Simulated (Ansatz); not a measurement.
C3H7N, SMILES `C=NCC` (C–N–C–C torsion 121°) (charge 0, multiplicity 1).

The numbers are results of HSE06/cc-pVTZ // PBE0-D3(BJ)/def2-TZVP (Ansatz, an electronic-structure program), not measurements.

Ansatz 0.2 input:
```yaml
crystal:
  periodic: [false, false, false]
  atoms:
    - { symbol: C, position_ang: [1.835399, -0.250642, 0.762351] }
    - { symbol: N, position_ang: [0.708704, 0.239521, 1.026792] }
    - { symbol: C, position_ang: [-0.183981, 0.52053, -0.072894] }
    - { symbol: C, position_ang: [-1.486133, -0.241258, 0.091911] }
    - { symbol: H, position_ang: [2.172629, -0.466836, -0.261995] }
    - { symbol: H, position_ang: [2.52549, -0.477789, 1.574556] }
    - { symbol: H, position_ang: [0.278118, 0.288098, -1.045935] }
    - { symbol: H, position_ang: [-0.391872, 1.595708, -0.054919] }
    - { symbol: H, position_ang: [-1.312066, -1.318766, 0.050543] }
    - { symbol: H, position_ang: [-1.943897, -0.009505, 1.055136] }
    - { symbol: H, position_ang: [-2.188346, 0.023673, -0.701322] }
basis:
  gaussian: { orbitals: cc-pVTZ }
hamiltonian:
  xc: hse06
```

Output:

```
Functional definition: HSE06
1117 factors; their error is unknown
106 factors; integrals over basis functions are off by at most 3.7e-7 eV
mean field evaluation 1: about -4701.9581 eV, gradient 5.9e1 eV
mean field evaluation 2: about -4694.5490 eV, gradient 7.9e1 eV
mean field evaluation 4: about -4710.0422 eV, gradient 4.9e0 eV
mean field evaluation 8: about -4710.0757 eV, gradient 3.6e-1 eV
mean field evaluation 16: about -4710.0759 eV, gradient 1.9e-5 eV
mean field -4710.07587372 eV, -173.0920957552 hartree, gradient 1.9e-5 eV, S^2 0.000000; 0 other end points of the search recorded, 0 dependent functions left out
reference -4710.07591158 eV, -173.0920971464 hartree; 16, 16 occupied and 202, 202 virtual orbitals, 1117 factors
Total energy: -4710.07591158 eV, -173.0920971464 hartree
```
